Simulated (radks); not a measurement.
Co I, configuration [Ar] 3d7 4s1.5 4p0.5 (fractional occupations, a model configuration). Method: scalar-relativistic Kohn-Sham, PBE, spin-polarised, spherical densities, point nucleus; open shells are filled with parallel spins first; computed with a radial shooting solver on a logarithmic mesh with Libxc functionals.

Radial electron density D(r) = 4 pi r^2 rho(r):

```
   r/bohr * D(r) (the largest magnitude, 36.6, reaches the edge; | marks zero)
 0.003297 |  *
 0.004398 |   *
 0.005865 |      *
 0.007823 |          *
  0.01043 |                *
  0.01392 |                       *
  0.01856 |                                *
  0.02476 |                                         *
  0.03302 |                                               *
  0.04404 |                                                *
  0.05874 |                                           *
  0.07834 |                                      *
   0.1045 |                                        *
   0.1394 |                                                 *
   0.1859 |                                                      *
   0.2479 |                                           *
   0.3307 |                          *
    0.441 |                     *
   0.5882 |                          *
   0.7845 |                         *
    1.046 |               *
    1.396 |      *
    1.861 |  *
    2.483 | *
    3.311 |*
    4.416 *
     5.89 *
    7.856 *
    10.48 *
    13.98 *
```

D(r) has 3 maxima, at r = 0.0391, 0.179, 0.658 bohr, and minima at 0.0849, 0.417 bohr, inside which lie 2.10, 10.71 electrons.
